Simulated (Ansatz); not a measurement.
Question: Predict a relaxed structure of the cluster Ge₆N, charge 0, doublet, at PBE-D4/def2-SVP (Ansatz).

Answer: 
```xyz
7

N    -1.025    0.621    0.259
Ge    1.013   -1.467    1.425
Ge    0.658    1.582   -0.379
Ge   -1.586    1.185   -1.536
Ge   -0.044   -0.954   -1.062
Ge   -1.511   -0.887    1.314
Ge    2.495   -0.079   -0.020
```
 This is one stationary point.

The structure comes from a short search, and lower isomers may exist.
